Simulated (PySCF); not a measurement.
## Si2BH8NO3

Si2BH8NO3 is a molecule, neutral, singlet. The structure, one conformer, was relaxed in the gas phase by PBE0-D3(BJ)/def2-SVP. No frequency run checks that it is a minimum.

SMILES: OB(O)ON([SiH3])[SiH3]

Coordinates in Å:
```
Si1    -0.922    1.507    0.710
N2     -0.663    0.060   -0.257
Si3    -1.659   -1.363   -0.461
O4      0.557   -0.071   -0.963
B5      1.720   -0.118   -0.230
O6      1.686    0.052    1.115
O7      2.891   -0.291   -0.900
H8     -2.375    1.834    0.581
H9     -0.615    1.377    2.165
H10    -0.083    2.585    0.115
H11    -0.982   -2.583    0.077
H12    -1.976   -1.604   -1.901
H13    -2.907   -1.084    0.308
H14     2.566    0.054    1.502
H15     2.752   -0.380   -1.848
```

Shieldings: GIAO PBE0/pcSseg-1. Shifts are against computed references at the same level: H TMS (σ 31.27 ppm), Si TMS (σ 352.0 ppm). Core levels by delta-SCF with SCAN, pcX-2 on the ionised atom and pcseg-1 elsewhere, spin-free X2C (2p3/2 is the spin-free 2p value less a third of a first-order spin-orbit splitting); from the vacuum level, for chosen atoms.

**Question.** Give the shieldings and core levels atom by atom.

**Answer.** 
```
      atoms   bonded to  σ (ppm)  δ (ppm)  core level (eV)
        Si1   1 N + 3 H    393.8    -41.8     2p3/2 106.99
         N2  1 O + 2 Si    147.9        -        1s 405.17
        Si3   1 N + 3 H    401.4    -49.4     2p3/2 107.07
         O4   1 B + 1 N    199.3        -        1s 538.99
         B5         3 O     80.0        -        1s 198.15
         O6   1 B + 1 H    251.0        -                -
         O7   1 B + 1 H    253.4        -                -
  H8 H9 H10        1 Si    26.44     4.83                -
H11 H12 H13        1 Si    26.54     4.72                -
        H14         1 O    28.02     3.25                -
        H15         1 O    28.23     3.03                -
```

Values are those of this one static structure, with the three H of a rotating XH3 group averaged; atoms that internal rotation interchanges would show their mean in an NMR spectrum.

**Question.** By CAM-B3LYP/def2-SVPD (TDDFT singlets, Tamm-Dancoff triplets, ionisation by delta-SCF), where does absorption start, and what does vertical ionisation take?

**Answer.** The first singlet with intensity lies at 6.69 eV (f 0.034); what lies below it is dark. The lowest singlet lies at 5.90 eV (f 0.001), the strongest of the first 6 at 6.69 eV (f 0.034), the lowest triplet at 5.26 eV; vertical ionisation takes 8.89 eV.
